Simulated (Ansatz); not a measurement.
`CC(C)(F)C=S` + `C[SiH](O)Cl` → `C[SiH](Cl)OC=S` + `CC(C)F`  (substitution at a C–C bond)

Computed with Ansatz on PBE0-D4/def2-TZVP structures; ΔE is electronic, products minus reactants. CBS: MP2 limit from def2 TZ/QZ plus the TZ coupled-cluster correction, frozen cores. DFT in def2-TZVPP. B3LYP here is the variant with VWN-RPA as its local correlation; programs differ in this. Each species was taken in one conformer, which may not be the lowest.

(1) Is it downhill or uphill in electronic energy at CCSD(T)/CBS, and by how much? (Best estimate.)

(2) What do these levels give: B3LYP-D4, ωB97M-V, B3LYP, MP2/def2-TZVPP, HF/def2-QZVPP, HF/CBS(def2)? (An estimate is asked.)

Largest T1 diagnostic among the species: 0.014.

Answers

(1) Computed: Uphill: ΔE = +0.17 eV.

(2) The calculation gave: B3LYP-D4 0.00, ωB97M-V 0.10, B3LYP -0.05, MP2/def2-TZVPP 0.20, HF/def2-QZVPP 0.00, HF/CBS(def2) 0.00 eV.

In def2-TZVPP, CCSD(T) changes the Hartree–Fock value by +0.15 eV (the triples alone add +0.00 eV) and MP2 by +0.19 eV. From PBE to PBE0 (25 % exact exchange), in def2-TZVPP and without D4, ΔE moves by +0.06 eV. The D4 term adds +0.04 eV with B3LYP and +0.02 eV with PBE0; it sums over pairs of atoms, weighted by their polarisabilities, and B3LYP, whose exchange is more repulsive, gets the larger term.
